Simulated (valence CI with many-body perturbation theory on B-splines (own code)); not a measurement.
**E1 transitions of I³⁹⁺**

Calculated by valence CI with perturbative core correlation (CI+MBPT): four valence electrons over a frozen Dirac-Fock core [Ne], radial functions for each j: 11 s, 11 p, 10 d, 8 f, 5 g, 2 h, with the one-electron correlation potential Σ1, the two-electron term Σ2, the three-electron term Σ3, Breit, model QED; selected CI, second order for the rest, scaled by the run's own slope (own B-spline code, finite nucleus).

The last digits are not significant, and no measured levels were compared; by estimate large intervals hold to a few tenths of a per cent, small ones and those within an open d or f shell to about a per cent. Among the levels kept, up to 720 cm⁻¹ of a level comes from second order outside the variational space, and about a tenth of that is noise between levels of different J, which matters for small intervals.

Lines 151 to 200 of 555 in falling wavelength, among levels below 632.34 eV, chosen from the strongest by gf and those to the six lowest levels. Wavelengths and rates use the calculated energies. Electric multipoles are in the length gauge, E1 and E2 with the static RPA response of the core. Weak lines are less certain than strong ones. Lines between different terms over intervals too small for the method are left out, as are lines whose strength nearly cancels. Where a level lies close to another of its J and parity, the split of strength between their lines is uncertain. The highest levels of a list are the least certain.

Levels are named by their leading jj configuration (3d3/2^4 stands for four electrons in 3d with j = 3/2), which in mixed levels can hold well under half, so a name can repeat and another be missing. Letters in brackets count levels of one name in rising energy.

```
λ vac (Å)                           Upper                           Lower   A (s⁻¹)  S (a.u.)
    71.24   (3p1/2 3p3/2^2 3d3/2) J=3 [a]  (3s 3p1/2 3p3/2 3d3/2) J=3 [c]  1.77e+10  2.21e-02
    71.23          (3s^2 3p1/2 3d5/2) J=2          (3s^2 3p1/2 3p3/2) J=2  1.12e+09  9.96e-04
    71.13      (3s 3p1/2 3d3/2 3d5/2) J=5      (3s 3p1/2 3p3/2 3d3/2) J=4  6.90e+10  1.35e-01
    71.10  (3s 3p1/2 3d3/2 3d5/2) J=2 [a]  (3s 3p1/2 3p3/2 3d3/2) J=1 [a]  6.40e+10  5.68e-02
    71.08   (3p1/2 3p3/2^2 3d3/2) J=1 [d]      (3s 3p1/2 3p3/2 3d5/2) J=0  5.04e+10  2.68e-02
    71.01   (3p1/2 3p3/2^2 3d5/2) J=2 [a]  (3s 3p1/2 3p3/2 3d5/2) J=1 [c]  9.15e+10  8.08e-02
    70.81   (3p1/2 3p3/2^2 3d3/2) J=3 [b]  (3s 3p1/2 3p3/2 3d3/2) J=2 [e]  1.35e+11  1.65e-01
    70.78  (3s 3p1/2 3d3/2 3d5/2) J=4 [b]      (3s 3p1/2 3p3/2 3d3/2) J=4  1.13e+10  1.78e-02
    70.76  (3s 3p1/2 3p3/2 3d5/2) J=2 [a]      (3s 3p1/2 3p3/2^2) J=2 [a]  4.17e+10  3.64e-02
    70.72      (3s 3p1/2 3d5/2^2) J=4 [b]  (3s 3p1/2 3p3/2 3d3/2) J=3 [c]  4.90e+10  7.69e-02
    70.72  (3s 3p1/2 3p3/2 3d5/2) J=2 [c]      (3s 3p1/2 3p3/2^2) J=1 [a]  9.88e+10  8.62e-02
    70.64          (3s 3p1/2^2 3d5/2) J=2          (3s 3p1/2^2 3p3/2) J=2  2.38e+10  2.07e-02
    70.64  (3s 3p1/2 3p3/2 3d5/2) J=3 [c]          (3s^2 3p1/2 3d5/2) J=2  1.93e+11  2.35e-01
    70.64  (3s 3p1/2 3d3/2 3d5/2) J=3 [b]      (3s 3p1/2 3p3/2 3d3/2) J=4  2.73e+10  3.32e-02
    70.59          (3s 3p1/2 3p3/2^2) J=3          (3s^2 3p1/2 3p3/2) J=2  7.51e+10  9.12e-02
    70.49   (3p1/2 3p3/2^2 3d3/2) J=1 [b]  (3s 3p1/2 3p3/2 3d3/2) J=1 [c]  1.00e+11  5.19e-02
    70.37      (3s 3p1/2 3d5/2^2) J=2 [b]  (3s 3p1/2 3p3/2 3d3/2) J=1 [c]  3.86e+10  3.32e-02
    70.24  (3s 3p1/2 3p3/2 3d5/2) J=1 [a]      (3s 3p1/2 3p3/2^2) J=2 [a]  3.79e+10  1.94e-02
    70.01  (3s 3p1/2 3d3/2 3d5/2) J=2 [d]  (3s 3p1/2 3p3/2 3d3/2) J=2 [d]  4.70e+10  3.98e-02
    69.96          (3s 3p1/2 3d5/2^2) J=5      (3s 3p1/2 3p3/2 3d5/2) J=5  3.53e+10  6.57e-02
    69.92      (3s 3p1/2 3p3/2 3d5/2) J=0      (3s 3p1/2 3p3/2^2) J=1 [a]  9.75e+10  1.64e-02
    69.70   (3p1/2 3p3/2^2 3d3/2) J=1 [d]  (3s 3p1/2 3p3/2 3d5/2) J=1 [c]  4.18e+10  2.10e-02
    69.62   (3p1/2 3p3/2^2 3d5/2) J=3 [a]  (3s 3p1/2 3p3/2 3d5/2) J=2 [c]  2.07e+10  2.41e-02
    69.59       (3p1/2 3p3/2^2 3d3/2) J=4  (3s 3p1/2 3p3/2 3d5/2) J=3 [a]  2.04e+10  3.06e-02
    69.58      (3s 3p3/2^2 3d5/2) J=2 [c]                (3s 3p3/2^3) J=1  3.43e+11  2.85e-01
    69.58   (3p1/2 3p3/2^2 3d5/2) J=3 [a]  (3s 3p1/2 3p3/2 3d5/2) J=3 [d]  1.44e+10  1.68e-02
    69.53  (3s 3p1/2 3p3/2 3d3/2) J=2 [a]          (3s 3p1/2^2 3p3/2) J=1  6.24e+10  5.17e-02
    69.49      (3s 3p1/2 3d5/2^2) J=2 [a]  (3s 3p1/2 3p3/2 3d5/2) J=2 [a]  6.22e+10  5.15e-02
    69.39      (3s 3p1/2 3d5/2^2) J=2 [b]  (3s 3p1/2 3p3/2 3d5/2) J=3 [a]  5.51e+10  4.54e-02
    69.34   (3p1/2 3p3/2^2 3d3/2) J=3 [a]  (3s 3p1/2 3p3/2 3d5/2) J=2 [a]  3.93e+10  4.52e-02
    69.32      (3s 3p3/2^2 3d5/2) J=3 [c]                (3s 3p3/2^3) J=2  2.53e+11  2.91e-01
    69.31      (3s 3p3/2^2 3d3/2) J=1 [b]          (3s^2 3p3/2 3d3/2) J=0  4.36e+10  2.15e-02
    69.30          (3s^2 3d3/2 3d5/2) J=2          (3s^2 3p3/2 3d3/2) J=1  9.65e+10  7.92e-02
    69.17          (3s^2 3d3/2 3d5/2) J=2          (3s^2 3p3/2 3d3/2) J=2  4.64e+10  3.79e-02
    69.10      (3s 3p3/2^2 3d5/2) J=4 [b]          (3s^2 3p3/2 3d5/2) J=3  2.23e+11  3.27e-01
    69.09   (3p1/2 3p3/2^2 3d5/2) J=4 [a]  (3s 3p1/2 3p3/2 3d5/2) J=3 [b]  6.42e+10  9.41e-02
    69.08  (3s 3p1/2 3d3/2 3d5/2) J=3 [d]  (3s 3p1/2 3p3/2 3d3/2) J=3 [b]  2.73e+10  3.11e-02
    68.91   (3p1/2 3p3/2^2 3d3/2) J=2 [c]  (3s 3p1/2 3p3/2 3d3/2) J=1 [d]  1.16e+11  9.39e-02
    68.87      (3s 3p1/2 3d5/2^2) J=3 [a]  (3s 3p1/2 3p3/2 3d5/2) J=3 [a]  5.66e+10  6.39e-02
    68.78      (3s 3p3/2^2 3d5/2) J=2 [b]                (3s 3p3/2^3) J=2  3.26e+11  2.62e-01
    68.77          (3s^2 3p1/2 3d5/2) J=2          (3s^2 3p1/2 3p3/2) J=1  1.48e+11  1.19e-01
    68.75       (3p1/2 3p3/2^2 3d3/2) J=4  (3s 3p1/2 3p3/2 3d3/2) J=3 [c]  1.28e+11  1.85e-01
    68.74      (3s 3p1/2 3d5/2^2) J=4 [a]  (3s 3p1/2 3p3/2 3d5/2) J=4 [a]  3.02e+10  4.35e-02
    68.74  (3s 3p1/2 3d3/2 3d5/2) J=3 [d]  (3s 3p1/2 3p3/2 3d3/2) J=2 [c]  2.80e+10  3.15e-02
    68.72      (3s 3p3/2^2 3d3/2) J=1 [b]          (3s^2 3p3/2 3d3/2) J=1  5.27e+10  2.53e-02
    68.71              (3s^2 3d5/2^2) J=2          (3s^2 3p3/2 3d5/2) J=2  1.08e+11  8.63e-02
    68.65   (3p1/2 3p3/2^2 3d3/2) J=3 [a]  (3s 3p1/2 3p3/2 3d3/2) J=2 [d]  3.93e+10  4.39e-02
    68.60      (3s 3p3/2^2 3d3/2) J=1 [b]          (3s^2 3p3/2 3d3/2) J=2  5.19e+10  2.48e-02
    68.60  (3s 3p1/2 3p3/2 3d3/2) J=2 [c]          (3s^2 3p1/2 3d3/2) J=2  7.36e+10  5.87e-02
    68.57  (3s 3p1/2 3p3/2 3d5/2) J=2 [b]          (3s^2 3p1/2 3d5/2) J=3  8.72e+10  6.94e-02
```
